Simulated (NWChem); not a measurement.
System: C$_{3}$H$_{6}$OSi; SMILES O=C1CC[SiH2]1

```xyz
11

O      0.4343    -2.0864     0.0500
C      0.1133    -0.9274    -0.0209
C     -1.3136    -0.3176    -0.0959
C     -0.9832     1.1984     0.0959
Si     0.9023     0.8751    -0.0260
H     -1.7441    -0.5337    -1.0833
H     -1.9871    -0.7500     0.6546
H     -1.2942     1.5687     1.0775
H     -1.4235     1.8484    -0.6641
H      1.7720     1.3005     1.1077
H      1.5552     1.2851    -1.3022
```
Atoms are numbered in this order, from 1.

All runs: NWChem. Pople sets run with spherical d functions. The geometry was optimised at B3LYP/6-31G* (spherical d). Core excitations by TDA in a window of 1s orbitals, non-relativistic and unshifted: absolute energies depend strongly on the exact-exchange share.

Problem. What does the run give for O K edge, BHandHLYP/6-311G**? Quantities: first 1s excitation (eV); dipole oscillator strength of the first; first state with f > 0.002 (eV); dipole oscillator strength of that state.

Solution. 
* **first 1s excitation (eV)**: 528.1
* **dipole oscillator strength of the first**: 0.0508
* **first state with f > 0.002 (eV)**: 528.1
* **dipole oscillator strength of that state**: 0.0508
